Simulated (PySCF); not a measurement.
# Hartree-Fock beside MP2: BFH2NSi anion

All numbers below are calculated, not measured. They come from PySCF 2.14.0, an open-source quantum chemistry program, on an isolated molecule that a program drew, which may never have been made. The molecule is BFH2NSi anion (charge -1, singlet), drawn as the SMILES string `B=N[SiH-]F`.

The geometry was optimised and harmonic frequencies were computed with HF and MP2, all in the aug-cc-pV(D+d)Z basis, for the commonest isotopes, with a restricted reference for singlets and an unrestricted one otherwise, and a frozen core in MP2. Each result is a local minimum of its method.

Geometry at the HF minimum:
```xyz
6
BFH2NSi anion, angstrom
B    -1.7175   -0.9319   -2.7406
N    -1.2511    0.1503   -2.3768
Si   -0.6637    1.8354   -2.0331
F    -1.4282    2.0536   -0.5393
H    -2.1619   -1.9631   -3.0888
H     0.7141    1.4255   -1.4711
```

Lengths of the bonds as drawn, in Å (atoms numbered as above):
| bond | HF | MP2 |
|---|---|---|
| B1-N2 | 1.233 | 1.273 |
| N2-Si3 | 1.817 | 1.849 |
| Si3-F4 | 1.692 | 1.731 |
| B1-H5 | 1.176 | 1.184 |
| Si3-H6 | 1.543 | 1.546 |

Rotational constants, in GHz:
```
constant,HF,MP2
A,16.83,16.11
B,3.706,3.564
C,3.12,2.997
```

Harmonic frequencies in cm^-1, each column in rising order, so a row needn't be the same motion in every method:
```
rank,HF,MP2
1,139,127
2,216,203
3,342,308
4,560,514
5,695,638
6,784,646
7,817,692
8,843,788
9,882,824
10,1906,?
11,1977,1898
12,2916,2831
```

**Estimate the missing MP2 frequency from the HF column.**

A single factor s that minimises the squared misfit of MP2 against s times HF over the other rows is sum(HF x MP2) / sum(HF^2) = 0.9509, with an rms misfit of 45 cm^-1. For rank 10 it gives 0.9509 x 1906 = 1812 cm^-1. The calculation gives 1753 cm^-1, 59 cm^-1 below the estimate. The drawn bonds are on average 1.6 % longer in MP2 than in HF.
